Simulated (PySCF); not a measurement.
C₃H₇B, SMILES C(C=C)B.

Coordinates come from a PBE0-D3(BJ)/def2-SVP optimisation. This is a generated structure with no PubChem entry under its InChIKey; it may be hypothetical. Other conformers were not sampled.

Method: PBE/def2-TZVP run with PySCF.

| Quantity | Value |
|---|---|
| total energy | -143.16085 hartree |
| highest occupied level | -6.14 eV |
| lowest empty level | -2.35 eV |
| orbital gap | 3.79 eV |
| dipole moment | 0.57 D |
| quadrupole, principal values (traceless, Buckingham form, about the centre of nuclear charge) | -4.08, 1.40, 2.68 D·Å |
| mean static polarisability | 53.7 bohr³ (7.96 Å³) |
| polarisability, principal values | 40.0, 48.9, 72.2 bohr³ |
